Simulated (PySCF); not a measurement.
Bonds (- single, = double, # triple, : aromatic): S1-C2, C2-C3, C3-C4, C4-C5, C5-C6, C6-C7, C6-C2, C7-C3. S1 carries H8; C2 carries H9; C3 carries H10; C4 carries H11, H12; C5 carries H13, H14; C6 carries H15; C7 carries H16, H17. Stereochemistry as in S[C@H]1[C@@H]2CC[C@H]1C2. H11, H13, H17 are cis to S1 on the ring; H12, H14, H16 are trans to S1 on the ring.

Geometry: GFN2-xTB; GIAO shifts from PySCF, gas phase, non-relativistic, averaged over equivalent atoms.

At PBE0/pcSseg-1 (176 basis functions, of the order of 70 core-seconds):
| atoms | δ (ppm) |
| --- | --- |
| C2 | 53.8 |
| C3/C6 | 46.9 |
| C7 | 38.0 |
| C4/C5 | 29.2 |
| H17 | 2.98 |
| H9 | 2.78 |
| H10/H15 | 2.07 |
| H11/H13 | 1.73 |
| H12/H14 | 1.67 |
| H8 | 1.62 |
| H16 | 0.90 |

References, each an isolated molecule treated in the same way: $^{13}$C (186.93 ppm), $^{1}$H (31.72 ppm) vs TMS.

Question: What do these become at B3LYP/pcSseg-1?

Answer: 
```
  atoms  δ at B3LYP/pcSseg-1  change
     C2                 56.0    +2.2
  C3/C6                 48.6    +1.7
     C7                 38.9    +0.9
  C4/C5                 30.4    +1.2
    H17                 2.97   -0.01
     H9                 2.85   +0.07
H10/H15                 2.07   +0.00
H11/H13                 1.73   +0.00
H12/H14                 1.67   +0.00
     H8                 1.45   -0.17
    H16                 0.91   +0.01
```

Shifts are taken against calculated references (same method and geometry level): TMS for $^{13}$C (σ = 181.92 ppm), $^{1}$H (σ = 31.83 ppm).

The largest change is at C2 (sp3 CH bonded to S). Cost: 176 basis functions, roughly 60 core-seconds. The order of the carbon signals is the same at both levels.
